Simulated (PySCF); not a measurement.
Na(OH) (HNaO), SMILES [OH][Na].

Geometry optimised at PBE0-D3(BJ)/def2-TZVPD. The isomer is the one that the SMILES or the coordinates give; other isomers of the formula were not compared.

Method: PySCF with PBE0-D3(BJ)/def2-TZVPD.

Frequencies are harmonic and unscaled.

Modes within 1.5 cm⁻¹ of each other (mostly degenerate sets) share a row, with their intensities summed.

Computed normal modes with their intensities:
| mode | ν (cm⁻¹) | IR (km/mol) | Raman (Å⁴/amu) | depolarisation | moving atoms (share of kinetic energy) |
|---|---|---|---|---|---|
| 1–2 | 178 | 123.8 | 76.3 | 0.75 | H 87 %, O 12 % |
| 3 | 566 | 82.5 | 8.5 | 0.01 | O 54 %, Na 43 % |
| 4 | 4001 | 8.3 | 171.1 | 0.11 | H 94 % |
